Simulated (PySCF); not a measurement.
C7H12S.
Geometry (PBE0-D3(BJ)/def2-SVP, Å), atoms numbered from 1 in this order:
```xyz
20
C7H12S angstrom
C     -2.786    0.547    0.650
C     -1.798    0.211   -0.456
C     -0.395   -0.133    0.030
C      0.529   -0.563   -1.102
C      1.883   -1.068   -0.619
C      2.581   -0.111    0.298
C      1.988    0.908    0.934
S      0.289    1.323    0.905
H     -2.471    1.434    1.220
H     -2.883   -0.287    1.363
H     -3.784    0.755    0.237
H     -1.727    1.048   -1.171
H     -2.166   -0.656   -1.032
H     -0.460   -0.945    0.775
H      0.668    0.291   -1.786
H      0.025   -1.356   -1.681
H      2.528   -1.272   -1.491
H      1.763   -2.046   -0.116
H      3.656   -0.248    0.452
H      2.570    1.588    1.563
```

Linear response at CAM-B3LYP/def2-SVPD (PySCF, frozen core in the response, non-relativistic).

Static isotropic polarisability: 101.96 au (15.11 Å³), principal values 79.1, 103.5, 123.3 au.

(1) What is the polarisability at 1064 nm and at the sodium D line?

(2) What is the isotropic C6 coefficient between two such molecules, C6 = (3/π)∫α(iω)² dω?

(3) Which effective excitation energy ω̄ makes London's formula C6 = (3/4)α²ω̄ exact here?

(4) What molar refraction at the D line follows from R = (4π/3)·N_A·α′, with α′ the polarisability volume?

(5) How anisotropic is the static polarisability, by Δα² = ½[(α1 − α2)² + (α2 − α3)² + (α3 − α1)²]?

(6) What three-body coefficient follows from the one-pole estimate C9 = (3/4)·α·C6?

(7) The lowest 6 singlets have (eV, f): 5.25, 0.067; 5.61, 0.024; 5.89, 0.107; 6.36, 0.028; 6.42, 0.006; 6.64, 0.004. What share of the static polarisability do they carry in the sum over states α = Σ f/ω²?

(8) How many electrons N does the Slater–Kirkwood formula C6 = (3/4)·√N·α^(3/2) need to give this C6?

Answers

(1) 102.91 au at 1064 nm (+0.9 %), 105.18 au at 589.3 nm (+3.2 %). The rise at 589.3 nm is 3.41 times that at 1064 nm; a pure ω² law gives 3.26. The lowest singlet lies at 236 nm, shorter than both wavelengths.

(2) 4209 au (Eh·bohr⁶) by a ten-point quadrature over imaginary frequencies, which is 2520 eV·Å⁶ or 243 J·nm⁶/mol.

(3) ω̄ = 4·C6/(3α²) = 0.540 Eh = 14.7 eV. A one-pole form α(ω) = α/(1 − ω²/ω̄²) fitted to the 1064 nm value gives 12.2 eV.

(4) α′ = 15.59 Å³ gives R = 39.32 cm³/mol, for isolated, non-vibrating species.

(5) Δα = 38.4 au, or 0.38 of the isotropic value.

(6) 322000 au. This is an estimate from the two numbers above, not a computed integral.

(7) 5.32 au, 5.2 % of α; the largest term, 2.27 au, is that of the state at 5.89 eV. Their oscillator strengths add up to 0.24. Higher states carry the rest.

(8) N = (4·C6/3)²/α³ = 29.7; the species has 70 electrons in all.

Rough CPU time on one thread of a shared machine: about 1.8 min. This is the whole response run at CAM-B3LYP/def2-SVPD, SCF included.

One conformer stands for the species.
